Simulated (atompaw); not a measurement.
**F (Z = 9): one change to a PAW (atompaw) potential, before and after**

```json
{
  "Element": "fluorine (F)",
  "Generator": "atompaw 4.2.0.5",
  "Type": "PAW",
  "Functional": "PBEsol",
  "Relativity": "non-relativistic",
  "Frozen core": "[He]",
  "Valence charge": "7",
  "Reference configuration": "2s2 2p5",
  "Partial waves": "2s (bound): rc 1.70 bohr; 2s channel at -1.8 Ry: rc 1.70 bohr; 2p (bound): rc 1.70 bohr; 2p channel at -0.05 Ry: rc 1.70 bohr; 3d channel at 0.45 Ry: rc 1.55 bohr; 3d channel at 1.45 Ry: rc 1.55 bohr",
  "Local potential": "troulliermartins scheme with l = 3 at 1 Ry, radius 1.40 bohr",
  "Core correction": "smooth core density matched at 1.35 bohr",
  "Augmentation charge": "sinc compensation charge, radius 1.35 bohr; PAW radius 1.70 bohr; waves and projectors: custom rrkj gramschmidtortho"
}
```

Change: all radii scaled by about 1.09 (s 1.86, p 1.86, d 1.70 bohr); local potential troulliermartins scheme with l = 3 at 1 Ry, radius 1.54 bohr; augmentation sinc compensation charge, radius 1.48 bohr; PAW radius 1.86 bohr; waves and projectors: custom rrkj gramschmidtortho; core correction smooth core density matched at 1.48 bohr.

Cutoffs: the cutoffs (Ry, on a coarse ladder) from which the occupation-weighted sum of valence levels, in a spherical-Bessel basis at the reference potential, stays within 10 and 1 mRy of its value at 400 Ry; they do not see the model core or the augmentation charge, which bear on the density cutoff.

Task: What does the change do?

Result: The potential gets softer (25 Ry and 40 Ry → 21 Ry and 35 Ry); neither file shows a bound ghost. A larger radius leaves more room for a smooth pseudo-wave, so fewer plane waves are needed.

```tsv
quantity	base	changed
cutoff, loose	25 Ry	21 Ry
cutoff, tight	40 Ry	35 Ry
loose cutoff by channel (10 mRy a level)	s 15 Ry, p 21 Ry	s 12 Ry, p 18 Ry
bound ghosts	none	none
lowest overlap eigenvalue by channel	s 0.63, p 1.00, d 0.65	s 0.20, p 0.65, d 0.77
```

 The cutoffs see the waves, projectors and local potential, not the compensation charge or the core.
